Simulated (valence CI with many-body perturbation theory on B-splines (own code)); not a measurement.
**Forbidden lines of Re⁶⁷⁺**

Computed by configuration interaction combined with many-body perturbation theory (CI+MBPT): six valence electrons over a frozen Dirac-Fock core [He], a basis of 9 s, 9 p, 8 d, 6 f, 3 g, 1 h functions for each j, with the one-electron correlation potential Σ1, the two-electron term Σ2, the three-electron term Σ3, Breit, model QED; selected CI, second order for the rest, scaled by the run's own slope (own B-spline code, finite nucleus).

No measured spectrum was set against this ion. As an estimate, large intervals hold to a few tenths of a per cent, small ones and those within an open d or f shell to about a per cent. Among the levels kept, up to 2100 cm⁻¹ of a level comes from second order outside the variational space, and about a tenth of that is noise between levels of different J, which matters for small intervals.

Lines 1 to 50 of 51 in falling wavelength, among levels below 10965 eV, chosen from the decays that carry over 1 % of a level's rate. Wavelengths and rates use the calculated energies. Electric multipoles are in the length gauge with retardation, E1 and E2 with the static RPA response of the core. M1 uses the relativistic operator with retardation. S is in atomic units (e²a₀⁴ for E2 and M2, e²a₀⁶ for E3), for M1 in squared Bohr magnetons. Weak lines are less certain than strong ones. Lines between different terms over intervals too small for the method are left out, as are lines whose strength nearly cancels. The highest levels of a list are the least certain.

Levels are named by their leading jj configuration (3d3/2^4 stands for four electrons in 3d with j = 3/2), which in mixed levels can hold well under half, so a name can repeat and another be missing. Letters in brackets count levels of one name in rising energy.

| λ vac (nm) | Upper | Lower | Type | A (s⁻¹) | S (a.u.) |
| --- | --- | --- | --- | --- | --- |
| 19.94 | (2s^2 2p1/2^2 2p3/2^2) J=0 | (2s^2 2p1/2^2 2p3/2^2) J=2 | E2 | 8.89e+01 | 2.50e-05 |
| 0.8691 | (2s^2 2p1/2 2p3/2^3) J=1 | (2s^2 2p1/2^2 2p3/2^2) J=0 | M1 | 9.10e+09 | 6.65e-01 |
| 0.8440 | (2s^2 2p1/2 2p3/2^2 3p1/2) J=1 [a] | (2s^2 2p1/2^2 2p3/2 3p1/2) J=1 | M1 | 2.45e+10 | 1.64e+00 |
| 0.8402 | (2s^2 2p1/2 2p3/2^2 3p1/2) J=2 [a] | (2s^2 2p1/2^2 2p3/2 3p1/2) J=2 | M1 | 2.35e+10 | 2.59e+00 |
| 0.8328 | (2s^2 2p1/2 2p3/2^3) J=1 | (2s^2 2p1/2^2 2p3/2^2) J=2 | M1 | 2.52e+10 | 1.62e+00 |
| 0.8224 | (2s^2 2p1/2 2p3/2^3) J=2 | (2s^2 2p1/2^2 2p3/2^2) J=2 | M1 | 1.51e+10 | 1.55e+00 |
| 0.8224 | (2s^2 2p1/2 2p3/2^3) J=2 | (2s^2 2p1/2^2 2p3/2^2) J=2 | E2 | 2.04e+08 | 3.42e-05 |
| 0.8083 | (2s^2 2p3/2^4) J=0 | (2s^2 2p1/2 2p3/2^3) J=1 | M1 | 6.31e+10 | 1.24e+00 |
| 0.1386 | (2s^2 2p1/2^2 2p3/2 3p1/2) J=1 | (2s^2 2p1/2^2 2p3/2^2) J=0 | M1 | 1.90e+10 | 5.62e-03 |
| 0.1386 | (2s^2 2p1/2^2 2p3/2 3p1/2) J=2 | (2s^2 2p1/2^2 2p3/2^2) J=0 | E2 | 5.39e+11 | 1.23e-05 |
| 0.1382 | (2s^2 2p1/2 2p3/2^2 3p1/2) J=1 [a] | (2s^2 2p1/2 2p3/2^3) J=2 | E2 | 2.89e+11 | 3.90e-06 |
| 0.1382 | (2s^2 2p1/2 2p3/2^2 3p1/2) J=1 [a] | (2s^2 2p1/2 2p3/2^3) J=2 | M1 | 9.86e+09 | 2.90e-03 |
| 0.1381 | (2s^2 2p1/2 2p3/2^2 3p1/2) J=2 [a] | (2s^2 2p1/2 2p3/2^3) J=2 | M1 | 3.06e+10 | 1.49e-02 |
| 0.1381 | (2s^2 2p1/2 2p3/2^2 3p1/2) J=2 [a] | (2s^2 2p1/2 2p3/2^3) J=2 | E2 | 2.97e+10 | 6.65e-07 |
| 0.1379 | (2s^2 2p1/2 2p3/2^2 3p1/2) J=1 [a] | (2s^2 2p1/2 2p3/2^3) J=1 | E2 | 2.88e+11 | 3.85e-06 |
| 0.1379 | (2s^2 2p1/2 2p3/2^2 3p1/2) J=1 [a] | (2s^2 2p1/2 2p3/2^3) J=1 | M1 | 4.98e+10 | 1.45e-02 |
| 0.1378 | (2s^2 2p1/2 2p3/2^2 3p1/2) J=3 | (2s^2 2p1/2 2p3/2^3) J=2 | E2 | 1.69e+12 | 5.25e-05 |
| 0.1378 | (2s^2 2p1/2 2p3/2^2 3p1/2) J=2 [a] | (2s^2 2p1/2 2p3/2^3) J=1 | E2 | 1.35e+12 | 3.00e-05 |
| 0.1376 | (2s^2 2p1/2^2 2p3/2 3p1/2) J=1 | (2s^2 2p1/2^2 2p3/2^2) J=2 | E2 | 1.45e+12 | 1.91e-05 |
| 0.1376 | (2s^2 2p1/2^2 2p3/2 3p1/2) J=1 | (2s^2 2p1/2^2 2p3/2^2) J=2 | M1 | 4.95e+10 | 1.44e-02 |
| 0.1376 | (2s^2 2p1/2^2 2p3/2 3p1/2) J=2 | (2s^2 2p1/2^2 2p3/2^2) J=2 | E2 | 1.98e+12 | 4.37e-05 |
| 0.1376 | (2s^2 2p1/2^2 2p3/2 3p1/2) J=2 | (2s^2 2p1/2^2 2p3/2^2) J=2 | M1 | 2.97e+10 | 1.44e-02 |
| 0.1376 | (2s^2 2p1/2 2p3/2^2 3p1/2) J=3 | (2s^2 2p1/2 2p3/2^3) J=1 | E2 | 2.81e+11 | 8.65e-06 |
| 0.1372 | (2s^2 2p1/2 2p3/2^2 3p1/2) J=2 [b] | (2s^2 2p1/2 2p3/2^3) J=2 | E2 | 9.49e+11 | 2.06e-05 |
| 0.1370 | (2s^2 2p1/2 2p3/2^2 3p1/2) J=1 [b] | (2s^2 2p1/2 2p3/2^3) J=2 | E2 | 7.50e+11 | 9.71e-06 |
| 0.1370 | (2s^2 2p1/2 2p3/2^2 3p1/2) J=1 [b] | (2s^2 2p1/2 2p3/2^3) J=2 | M1 | 2.61e+10 | 7.48e-03 |
| 0.1370 | (2s 2p1/2^2 2p3/2^2 3p1/2) J=0 | (2s 2p1/2^2 2p3/2^3) J=2 | E2 | 1.48e+12 | 6.39e-06 |
| 0.1369 | (2s^2 2p1/2 2p3/2^2 3p1/2) J=2 [b] | (2s^2 2p1/2 2p3/2^3) J=1 | E2 | 1.94e+11 | 4.18e-06 |
| 0.1368 | (2s^2 2p1/2 2p3/2^2 3p1/2) J=1 [b] | (2s^2 2p1/2 2p3/2^3) J=1 | E2 | 7.52e+11 | 9.63e-06 |
| 0.1363 | (2s^2 2p1/2 2p3/2^2 3p1/2) J=0 | (2s^2 2p1/2 2p3/2^3) J=2 | E2 | 1.49e+12 | 6.24e-06 |
| 0.1360 | (2s^2 2p1/2 2p3/2^2 3p1/2) J=0 | (2s^2 2p1/2 2p3/2^3) J=1 | M1 | 3.03e+10 | 2.83e-03 |
| 0.1319 | (2s^2 2p1/2 2p3/2^2 3p3/2) J=3 [a] | (2s^2 2p1/2 2p3/2^3) J=2 | E2 | 2.45e+11 | 6.10e-06 |
| 0.1319 | (2s^2 2p1/2 2p3/2^2 3p3/2) J=0 | (2s^2 2p1/2 2p3/2^3) J=2 | E2 | 4.90e+11 | 1.75e-06 |
| 0.1319 | (2s^2 2p1/2^2 2p3/2 3p3/2) J=2 | (2s^2 2p1/2^2 2p3/2^2) J=0 | E2 | 5.74e+11 | 1.02e-05 |
| 0.1316 | (2s^2 2p1/2 2p3/2^2 3p3/2) J=3 [a] | (2s^2 2p1/2 2p3/2^3) J=1 | E2 | 2.99e+11 | 7.39e-06 |
| 0.1316 | (2s^2 2p1/2 2p3/2^2 3p3/2) J=4 | (2s^2 2p1/2 2p3/2^3) J=2 | E2 | 5.44e+11 | 1.72e-05 |
| 0.1316 | (2s^2 2p1/2 2p3/2^2 3p3/2) J=2 | (2s^2 2p1/2 2p3/2^3) J=1 | E2 | 5.34e+11 | 9.40e-06 |
| 0.1316 | (2s^2 2p1/2 2p3/2^2 3p3/2) J=3 [b] | (2s^2 2p1/2 2p3/2^3) J=2 | E2 | 3.39e+11 | 8.34e-06 |
| 0.1314 | (2s^2 2p1/2^2 2p3/2 3p3/2) J=3 | (2s^2 2p1/2^2 2p3/2^2) J=2 | E2 | 1.11e+12 | 2.72e-05 |
| 0.1314 | (2s^2 2p1/2^2 2p3/2 3p3/2) J=1 | (2s^2 2p1/2^2 2p3/2^2) J=2 | E2 | 1.12e+12 | 1.18e-05 |
| 0.1314 | (2s^2 2p1/2 2p3/2^2 3p3/2) J=1 | (2s^2 2p1/2 2p3/2^3) J=1 | E2 | 5.00e+11 | 5.25e-06 |
| 0.1313 | (2s^2 2p1/2 2p3/2^2 3p3/2) J=3 [b] | (2s^2 2p1/2 2p3/2^3) J=1 | E2 | 2.50e+11 | 6.10e-06 |
| 0.1306 | (2s^2 2p1/2^2 2p3/2 3p3/2) J=0 | (2s^2 2p1/2^2 2p3/2^2) J=2 | E2 | 2.88e+12 | 9.80e-06 |
| 0.1283 | (2s^2 2p1/2^2 2p3/2 3d5/2) J=4 | (2s^2 2p1/2^2 2p3/2^2) J=2 | M2 | 7.65e+10 | 2.14e-06 |
| 0.1283 | (2s^2 2p1/2^2 2p3/2 3d5/2) J=4 | (2s^2 2p1/2^2 2p3/2^2) J=2 | E3 | 5.69e+09 | 9.31e-07 |
| 0.1137 | (2s^2 2p1/2 2p3/2^2 3p3/2) J=3 [a] | (2s^2 2p1/2^2 2p3/2^2) J=2 | E2 | 6.08e+11 | 7.21e-06 |
| 0.1137 | (2s^2 2p1/2 2p3/2^2 3p3/2) J=0 | (2s^2 2p1/2^2 2p3/2^2) J=2 | E2 | 1.32e+12 | 2.23e-06 |
| 0.1136 | (2s^2 2p1/2 2p3/2^2 3p3/2) J=2 | (2s^2 2p1/2^2 2p3/2^2) J=2 | E2 | 5.93e+11 | 5.02e-06 |
| 0.1135 | (2s^2 2p1/2 2p3/2^2 3p3/2) J=1 | (2s^2 2p1/2^2 2p3/2^2) J=2 | E2 | 9.86e+11 | 4.97e-06 |
| 0.1134 | (2s^2 2p1/2 2p3/2^2 3p3/2) J=4 | (2s^2 2p1/2^2 2p3/2^2) J=2 | E2 | 1.41e+12 | 2.12e-05 |
